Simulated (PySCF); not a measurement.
# Assigning NMR signals

Atoms are numbered as in `[CH3:1][CH2:2][c:3]1[cH:4][cH:5][cH:6][c:7]([F:8])[cH:9]1`. Each H is labelled by its parent atom.

Fast rotation and ring inversion assumed for equivalent nuclei, a single conformation, no solvent, non-relativistic. σ from GIAO-PBE0/pcSseg-1; geometry from PBE0-D3(BJ)/def2-SVP; PySCF 2.14.0 with density-fitted response routines.

δ = σ(ref) − σ, references computed at the same level: 13C (184.41 ppm) and 1H (31.27 ppm) against TMS.

Task: Assign these signals to the numbered atoms. 13C{1H} NMR (computed): δ 170.6 (C), 153.3 (C), 135.5 (CH), 128.5 (CH), 120.6 (CH), 117.8 (CH), 33.4 (CH2), 21.0 (CH3).

Result: 
170.6 → C7, aromatic carbon bearing fluorine: an ipso carbon deshielded by its heteroatom
153.3 → C3, substituted aromatic carbon
135.5 → C5, aromatic CH: the aromatic region
128.5 → C4, aromatic CH
120.6 → C9, aromatic CH
117.8 → C6, aromatic CH
33.4 → C2, sp3 CH2 on an aromatic ring: aliphatic region, no heteroatom directly attached
21.0 → C1, methyl carbon: a saturated carbon with 1 carbon neighbour and no heteroatom attached

Task: Assign these signals to the numbered atoms. 1H NMR (500 MHz, computed): δ 7.39 (m, 1H), 7.05 (d, 1H), 6.99 (m, 1H), 6.97 (m, 1H), 2.47 (q, 2H), 1.16 (t, 3H).

Result: 
```tsv
δ (ppm)	atoms	environment	reason
7.39	H(C5)	hydrogen on an aromatic CH	aromatic region
7.05	H(C4)	hydrogen on an aromatic CH	–
6.99	H(C6)	hydrogen on an aromatic CH	–
6.97	H(C9)	hydrogen on an aromatic CH	–
2.47	H(C2)	hydrogen on an sp3 CH2 on an aromatic ring	benzylic-type position, deshielded by the ring
1.16	H(C1)	hydrogen on a methyl carbon	–
```

H(C4) and H(C6); H(C6) and H(C9) lie closer than the usual error of such a calculation, so a measured spectrum could show them in the other order.

Splittings by 19F in the carbon and heteronuclear signals aren't shown, as no couplings were computed. Shifts are as computed. Against solution values, carbons near 30 ppm lie about +2 ppm off and those near 130 ppm about +5 ppm. Of 1211 compounds with measured shifts, 218 miss one by over three times the rms of a fit or turn the order of signals round; such compounds aren't used in these exercises. Multiplicities follow the n + 1 count of equivalent neighbours, as no J values were calculated; m marks all less simple cases, F and P coupling included.
